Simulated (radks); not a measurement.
The numbers below are computed, except where a source is named.
Species: the osmium ion Os42+. Configuration: [Ar] 3d10 4p4 5s2 (not the ground configuration). Level of theory: scalar-relativistic Kohn-Sham, exchange-only PBE, spin-polarised, spherical densities, finite nucleus; open shells are filled with parallel spins first (spin-orbit coupling, left out, can overturn this in heavy ions); Fermi nuclear charge, rms radius 5.4126 fm (a radial shooting solver on a logarithmic mesh with Libxc functionals).

Radial electron density D(r) = 4 pi r^2 rho(r):

r (bohr)  D(r) (e/bohr)   spin D(r)
0.002081          24.85    0.000757
0.002688          34.67     0.00184
0.003472          47.07     0.00438
0.004449          61.23     0.00992
0.005747          76.91      0.0226
0.007423          91.40      0.0501
0.009589          101.5       0.107
0.01229           104.4       0.214
0.01587           100.2       0.410
0.0205            93.78       0.716
0.02649           94.70        1.10
0.03421           109.6        1.39
0.04384           130.6        1.31
0.05664           138.4       0.666
0.07316           121.5     0.00720
0.0945            102.6       0.567
0.1211            109.5        2.29
0.1564            120.6        2.57
0.2021            92.65       0.368
0.261             47.18        1.19
0.3372            24.88        6.17
0.4321            14.53        6.65
0.5582            8.152        2.53
0.721             5.312       0.309
0.9314            1.412     0.00351
1.193            0.1015   -0.000850
1.542          0.001216  -0.0000166

D(r) has 3 maxima, at r = 0.0119, 0.0540, 0.153 bohr, and minima at 0.0229, 0.0999 bohr, inside which lie 1.89, 10.99 electrons.
